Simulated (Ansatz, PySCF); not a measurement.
Breaking the Sb1–Br4 bond in BrH2Sb (SMILES [Br][SbH2]) (multiplicity 1 held, fragments rigid). Energies count from the point at 2.546 Å.
Geometry at that point (charge 0, multiplicity 1):
```
atom    x (Å)    y (Å)    z (Å)
----  -------  -------  -------
Sb    -0.5985  -0.6075   0.5411
H     -0.2715  -1.9721  -0.4492
H     -1.9855  -0.2433  -0.4041
Br     0.9365   0.9485  -0.7641
```

R- and RO- levels are restricted; in cc, def2 and unpolarised 6-31G sets they are followed outwards from rest. Active spaces are followed from a long bond inwards. Left out are points that failed, MP2 points that dive below the minimum, coupled-cluster points behind a jump of the amplitudes or a sharp parting from full CI or MRCI, small-basis points behind a change of solution, and semi-empirical points at long bonds. Levels need not reach the same state.

Correlated levels freeze the cores. Filled d and f shells under p-block atoms count as core. Rows in 3-21G carry no dispersion term and start afresh at each structure; the Pople sets are all-electron and without relativity.

Run with Ansatz (Gaussian orbitals); PySCF for 3-21G rows. Values without a source in brackets are computed. In def2 rows elements past Kr take small-core potentials, without spin–orbit coupling.

Energies in eV.

| R (Å) | R-HF/3-21G | R-B3LYP/def2-TZVPP | R-SCS-MP2/def2-TZVPP | SC-NEVPT2 on CASSCF(6,4)/def2-TZVPP | FIC-MRCISD+Q on CASSCF(6,4)/def2-TZVPP |
|---|---|---|---|---|---|
| 2.037 | 4.06 | 2.86 | 2.86 | 2.91 | 2.89 |
| 2.291 | 0.89 | 0.49 | 0.45 | 0.55 | 0.46 |
| 2.546 | 0.00 | 0.00 | 0.00 | 0.00 | 0.00 |
| 2.800 | 0.06 | 0.24 | 0.31 | 0.29 | 0.28 |
| 3.055 | 0.50 | 0.71 | 0.86 | 0.82 | 0.79 |
| 3.437 | 1.38 | 1.47 | 1.73 | 1.62 | 1.57 |
| 3.819 | 2.22 | 2.10 | 2.48 | 2.24 | 2.16 |
| 4.455 | 3.34 | 2.80 | 3.34 | 2.70 | 2.60 |
| 5.092 | 4.08 | 3.19 | 3.76 | 2.82 | 2.70 |
| 5.855 | 4.59 | 3.43 | 3.83 | 2.85 | 2.72 |
| 6.874 | left out | 3.58 | 3.52 | 2.92 | 2.72 |
| 8.146 | left out | 3.67 | 2.88 | 2.86 | 2.72 |

Doubts at one or more of the structures used: a restricted determinant that unrestricted orbitals would lower (R-HF/3-21G, R-B3LYP/def2-TZVPP, R-SCS-MP2/def2-TZVPP); active orbitals that take no part (SC-NEVPT2 on CASSCF(6,4)/def2-TZVPP, FIC-MRCISD+Q on CASSCF(6,4)/def2-TZVPP).

Ansatz is a quantum-chemistry and plane-wave program.
